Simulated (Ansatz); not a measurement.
Ideal-gas functions of `[SiH3]NC=S` at 298.15 K and 1 bar, from an Ansatz frequency run at PBE0-D4/def2-TZVP.

Molar mass 91.21 g/mol, point group Cs (symmetry number 1), electronic degeneracy 1, moments of inertia 14.517, 311.566, 320.204 u Å². Harmonic wavenumbers (cm⁻¹, unscaled): 44, 122, 210, 376, 660, 667, 745, 834, 927, 937, 968, 969, 1028, 1292, 1320, 1511, 2242, 2243, 2266, 3102, 3548.

Use S(trans) = R[1.5 ln M + 2.5 ln T − 1.1517]; rotational temperatures θ = 24.2544 K / I; S(rot) = R[ln(√π/σ · √(T³/θAθBθC)) + 1.5]; for each mode x = 1.438777 ν̃/T, S = R[x/(eˣ − 1) − ln(1 − e⁻ˣ)] and H = RT x/(eˣ − 1); 1 cm⁻¹ = 0.0119627 kJ/mol; R = 8.31446 J/(mol·K).

Problem. By hand: the entropy, in J/(mol·K).

Solution. Translation 165.1. Rotation: θ = 1.6708, 0.0778, 0.0757 K, giving 107.5. Vibration, mode by mode: 21.21, 12.84, 8.55, 4.42, 1.49, 1.45, 1.08, 0.76, 0.52, 0.50, 0.45, 0.44, 0.35, 0.12, 0.11, 0.05, 0.00, 0.00, 0.00, 0.00, 0.00, in all 54.3. Electronic 0.0. Sum 326.9 J/(mol·K).

Problem. By hand: H − E and G − E in kJ/mol, counted from the electronic energy.

Solution. Zero-point energy ½ × 26011 × 0.0119627 = 155.6; thermal vibration 8.1; translation, rotation and pV give 4 RT = 9.9. H − E = 173.6 kJ/mol, and G − E = 173.6 − 298.15 × 326.9/1000 = 76.1 kJ/mol.

Vibration gives 17 % of the entropy, 34.1 J/(mol·K) of it from the modes under 150 cm⁻¹: soft modes count most, and the harmonic formula is weakest for them. The sum counts one conformer and one mirror image; others add a mixing term.
